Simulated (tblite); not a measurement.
Species: C₆H₁₃O₂P.
Z-matrix (Å and degrees, GFN2-xTB geometry), rows numbered from 1:
```
C 
O   1  1.4049
C   2  1.4149  1  115.24
C   3  1.5298  2  106.50  1  -164.99
C   4  1.5258  3  113.06  2   171.20
C   5  1.5225  4  112.05  3    67.32
P   6  1.8242  5  111.06  4   -57.92
O   7  1.4638  6  116.05  5   173.70
C   3  1.5292  2  112.20  1    73.34
H   1  1.0973  2  111.17  3    52.94
H   1  1.0882  2  106.12  3   171.79
H   1  1.0955  2  112.26  3   -69.29
H   3  1.1044  2  109.09  1   -47.30
H   4  1.0913  3  107.54  2    49.86
H   4  1.0912  3  108.48  2   -66.17
H   5  1.0925  4  109.06  3  -171.39
H   5  1.0927  4  109.21  3   -53.96
H   6  1.0949  5  111.49  4    60.51
H   6  1.0933  5  111.64  4  -179.27
H   7  1.3982  6  103.32  5   -60.64
H   9  1.0936  3  111.85  2   -62.71
H   9  1.0951  3  110.31  2    57.04
```

Computed with GFN2-xTB (tblite): harmonic, unscaled wavenumbers at the GFN2-xTB geometry, gas phase. The method is semi-empirical: single wavenumbers can be off by several per cent or more. Modes of hydrogen on phosphorus can be 10 to 20 % off. One conformer, not necessarily the lowest.

Harmonic wavenumbers (cm⁻¹): 67.8, 94.6, 118.5, 181.5, 219.5, 247.9, 281.0, 310.6, 346.6, 356.6, 435.1, 477.3, 498.8, 667.0, 713.5, 806.3, 814.9, 857.6, 894.2, 928.0, 939.3, 965.3, 992.7, 1004.2, 1029.4, 1081.1, 1106.3, 1129.0, 1131.5, 1142.7, 1164.3, 1195.6, 1202.8, 1220.8, 1262.7, 1297.7, 1299.2, 1323.2, 1341.5, 1348.9, 1406.8, 1426.7, 1429.8, 1472.2, 1482.0, 1488.6, 1489.6, 2256.8, 2812.8, 2901.0, 2926.4, 2931.5, 2936.0, 2948.6, 2953.2, 2965.2, 2978.4, 2990.3, 3001.1, 3027.6.

A = 2239, B = 946.6, C = 709.4 MHz; mass 148.065 u (most abundant isotopes); point group C1, symmetry number 1.

Question: Zero-point energy?

Answer: ½Σν̃ = 40160 cm⁻¹ = 480.42 kJ/mol.

Question: Give the ideal-gas entropy at 273.15 K and 1 bar in the rigid-rotor, harmonic-oscillator model (classical rotation).

Answer: Translation 169.36, rotation 123.37, vibration 102.00: S = 394.7 J/(mol K).

Question: And Cp and H(273.15 K) − H(0)?

Answer: Cp = 153.99 J/(mol K), of which vibrations give 120.73 (their classical limit is 60 R = 498.9); H(273.15 K) − H(0) = 24.83 kJ/mol without the zero-point energy, 15.74 from vibrations.

Question: Blend soft modes into free rotors: weight 1/[1 + (100 cm⁻¹/ν̃)⁴] for the oscillator and the rest for a rotor with moment μB/(μ + B), μ = h/(8π²ν), B = 10⁻⁴⁴ kg m². What vibrational entropy results?

Answer: 97.26 J/(mol K) in place of 102.00, which changes −T·S at 273.15 K by +1.29 kJ/mol.

Question: Which modes carry the vibrational entropy at 273.15 K?

Answer: 67.8 cm⁻¹: 16.92; 94.6 cm⁻¹: 14.19; 118.5 cm⁻¹: 12.37; 181.5 cm⁻¹: 9.00; 219.5 cm⁻¹: 7.56; 247.9 cm⁻¹: 6.66 J/(mol K); the other 54 give 35.31 together.

Question: What must be added to the electronic energy to get the Gibbs energy at 273.15 K and 1 bar?

Answer: ZPE + [H(273.15 K) − H(0)] − T·S = 480.42 + 24.83 − 107.82 = 397.43 kJ/mol.

Question: How do the functions run with temperature in this model?

Answer: 
| T (K) | S (J/(mol K)) | Cp (J/(mol K)) | H − H(0) (kJ/mol) | G − H(0) (kJ/mol) | ln q(vib) |
| --- | --- | --- | --- | --- | --- |
| 150 | 321.4 | 98.0 | 9.42 | -38.79 | 2.29 |
| 250 | 381.6 | 142.6 | 21.40 | -74.01 | 4.75 |
| 298.15 | 408.8 | 166.5 | 28.83 | -93.04 | 5.97 |
| 400 | 464.9 | 217.3 | 48.41 | -137.54 | 8.62 |
| 600 | 569.3 | 298.6 | 100.48 | -241.12 | 13.98 |
| 900 | 706.5 | 376.7 | 202.78 | -433.09 | 21.90 |

q(vib) and H(0) count from the zero-point level.

Hindered rotation and anharmonicity are outside this model. Other conformers, if any are populated, would add a mixing term that is left out. The structure is chiral; the term R ln 2 for an equal mix with its mirror image is left out.

Hardware: an Arm Neoverse V2 with one thread, shared host with 192 logical CPUs at a one-minute load of 82. Cost: 0.83 s wall. The figure is for the frequency step alone.
